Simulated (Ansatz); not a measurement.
`[F][Sn]([F])([F])[GeH3]` + `[OH][GeH2][I]` → `[F][Sn]([F])([F])[I]` + `[OH][GeH2][GeH3]`  (redistribution)

Program: Ansatz. Geometries: PBE0-D4/def2-TZVP. ΔE: electronic, gas phase. CCSD(T)/CBS is the MP2 limit (def2-TZVPP, def2-QZVPP) plus CCSD(T) − MP2 in def2-TZVPP, frozen cores. DFT in def2-TZVPP. HSE06 is defined as in plane-wave codes. def2 core potentials past Kr. For Ge, I, Sn outer-core shells are correlated without core-valence functions, which leaves a few kJ/mol of doubt a bond. Scalar relativity is left out up to krypton. Each species was taken in one conformer, which may not be the lowest.

`[F][Sn]([F])([F])[GeH3]`:

Z-matrix (Å, degrees):
```
Sn
F 1 1.903
F 1 1.903 2 103.4
F 1 1.903 2 103.4 3 107.5
Ge 1 2.595 2 115.0 3 -126.2
H 5 1.528 1 106.4 2 60.4
H 5 1.528 1 106.4 2 -59.6
H 5 1.528 1 106.4 2 -179.6
```

`[OH][GeH2][I]`:

Z-matrix (Å, degrees):
```
Ge
I 1 2.517
O 1 1.769 2 109.6
H 1 1.528 2 109.4 3 -114.9
H 1 1.536 2 106.7 3 120.4
H 3 0.961 1 113.0 2 56.8
```

`[F][Sn]([F])([F])[I]`:

Z-matrix (Å, degrees):
```
Sn
F 1 1.888
F 1 1.888 2 105.6
I 1 2.606 2 113.1 3 124.2
F 1 1.888 2 105.6 3 -111.6
```

`[OH][GeH2][GeH3]`:

Z-matrix (Å, degrees):
```
Ge
Ge 1 2.430
O 1 1.789 2 110.1
H 1 1.535 2 112.5 3 115.1
H 1 1.545 2 110.9 3 -121.1
H 2 1.538 1 110.5 3 176.8
H 2 1.539 1 109.7 3 57.4
H 2 1.536 1 110.6 3 -62.5
H 3 0.960 1 112.4 2 -65.4
```

(1) Is it downhill or uphill in electronic energy at CCSD(T)/CBS, and by how much? (An estimate is asked.)

(2) What do these levels give: PBE, HSE06, HF/def2-SVP, CCSD/def2-SVP, CCSD/def2-TZVPP, SCS-MP2/def2-QZVPP? (Best estimate.)

Largest T1 diagnostic among the species: 0.014.

Answers

(1) Computed: Uphill: ΔE = +32.1 kJ/mol.

(2) Ansatz gave: PBE 38.2, HSE06 38.2, HF/def2-SVP 47.9, CCSD/def2-SVP 37.4, CCSD/def2-TZVPP 35.8, SCS-MP2/def2-QZVPP 35.8 kJ/mol.

Leaving LDA and LC-ωPBE aside and taking each functional with its dispersion term where it has one, the values, not all of them listed here, spread over 9.6 kJ/mol, from B97M-V to B3LYP-D4. At CCSD(T), def2-SVP lies +4.4 kJ/mol from the extrapolated value and def2-TZVPP +2.7 kJ/mol.

B3LYP here is the variant with VWN-RPA as its local correlation; programs differ in this.
